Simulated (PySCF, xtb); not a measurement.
(E)-3-methoxyprop-2-en-1-amine (C₄H₉NO), SMILES NC/C=C/OC. Other conformers were not sampled.

Harmonic wavenumbers (cm⁻¹) from GFN2-xTB in xtb 6.7.1 at its own minimum, in rising order: 64, 109, 202, 230, 282, 303, 370, 449, 606, 729, 871, 954, 971, 986, 1051, 1092, 1116, 1124, 1164, 1183, 1262, 1288, 1311, 1319, 1401, 1468, 1472, 1486, 1572, 1717, 2927, 2944, 2944, 2974, 3030, 3063, 3079, 3378, 3409.

Task: What does PBE-D3(BJ)/def2-SVP (PySCF) give at its own minimum? (An estimate is asked for; the answer gives what the named calculation found.)

Result: 93, 114, 203, 253, 287, 322, 370, 453, 614, 782, 830, 868, 921, 972, 1047, 1072, 1127, 1131, 1173, 1230, 1243, 1302, 1322, 1334, 1402, 1406, 1411, 1429, 1591, 1672, 2924, 2952, 2995, 3001, 3083, 3097, 3100, 3385, 3463. Paired by order, the mean absolute difference is 26 cm⁻¹ and the zero-point energies are 79.9 and 80.0 kcal/mol.
